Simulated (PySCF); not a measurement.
Ag₂H₂: from structure and modes to constants

Level of theory: PBE0 in PySCF with Ag def2-TZVP with ECP28, H def2-TZVP; scalar-relativistic core potentials, no spin–orbit coupling; density-fitted integrals.

The singlet minimum has Cs symmetry. Masses (u): Ag 106.90509, H 1.00782.

```xyz
4
charge 0 multiplicity 1, angstrom
Ag   -0.1619    0.0000    1.3473
Ag    0.1675    0.0000   -1.3761
H     0.5869    0.0000    2.8174
H    -1.0868    0.0000   -0.2125
```

Harmonic wavenumbers (cm⁻¹): 114.0 (a', ×1), 320.0 (a', ×1), 484.3 (a'', ×1), 1023.3 (a', ×1), 1445.5 (a', ×1), 1771.3 (a', ×1).

Find the principal moments of inertia and the rotational constants. What kind of rotor is it?

About the centre of mass I = 2.0677, 409.83, 411.9 u Å². With B = 16.8576/I this gives 8.153, 0.04113, 0.04093 cm⁻¹. The molecule is an asymmetric top with κ = -1.00.

What is the harmonic zero-point energy?

Half the sum of all 6 wavenumbers, 5158/2 = 2579 cm⁻¹, which is 30.9 kJ/mol (1 cm⁻¹ = 0.0119627 kJ/mol).

Find the vibrational entropy and heat capacity at 298.15 K.

With u = 1.43878 ω/T, each mode gives S = R[u/(eᵘ−1) − ln(1−e⁻ᵘ)] and C = R u² eᵘ/(eᵘ−1)².
```csv
ω (cm⁻¹),u,S (J/(mol K)),C (J/(mol K))
114.0,0.550,13.39,8.11
320.0,1.544,5.48,6.84
484.3,2.337,2.92,5.38
1023.3,4.938,0.36,1.47
1445.5,6.976,0.06,0.38
1771.3,8.548,0.02,0.12
```
The sums over all modes are S = 22.2 and C = 22.3 J/(mol K); the softest mode gives 60 % of the entropy.

Only a few start shapes were tried, so a lower isomer may exist.
